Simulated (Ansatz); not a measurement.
AlRu₆, relaxed as a doublet with UKS r2SCAN-D4/def2-SVP in Ansatz, starting from the GFN2-xTB geometry. Force threshold 0.02 eV/Å.

In the def2 sets Ru takes a core potential; there is no spin–orbit coupling. The charge 0 doublet is spin-contaminated (final ⟨S²⟩ up to 5.07, 0.75 for a pure state). The relaxation made no stability test and no search for a lower SCF solution. No other spin state of charge 0 was run. The structure comes from a short search, and lower isomers may exist.

Start:

| atom | x (Å) | y (Å) | z (Å) |
| --- | --- | --- | --- |
| Ru1 | -0.9121 | -1.7832 | -0.4480 |
| Ru2 | -0.1795 | -0.9576 | 1.6513 |
| Ru3 | 1.5789 | 1.4826 | -1.2733 |
| Ru4 | -0.5958 | 0.3907 | -1.1940 |
| Ru5 | 0.5500 | 1.1332 | 0.8309 |
| Ru6 | -1.9078 | 0.6454 | 0.8174 |
| Al7 | 1.4663 | -0.9112 | -0.3842 |

(1) Estimate the energy that the relaxation releases and the steps that it takes.

(2) Does the start keep its bonding?

(3) Predict the relaxed structure.

## Answers

(1) 50.6 kJ/mol, in 13 steps; 7.7 min on 4 threads of Arm Neoverse V2 on a shared host. No frequencies were taken in this run, so the end may be a saddle point.

(2) By distances, no bond broke or formed. The bond that changes most is Ru1–Ru6, from 2.91 to 2.46 Å (atoms count from 1).

(3) 
```xyz
7

Ru   -1.039   -1.649   -0.378
Ru   -0.008   -0.882    1.721
Ru    1.795    1.375   -1.173
Ru   -0.570    0.541   -1.304
Ru    0.464    1.283    0.739
Ru   -1.968    0.277    0.846
Al    1.326   -0.944   -0.450
```
Bond lengths (bridged metal pairs left out): 12 × Ru–Ru 2.33 to 3.48 Å; 5 × Al–Ru 2.47 to 2.67 Å.
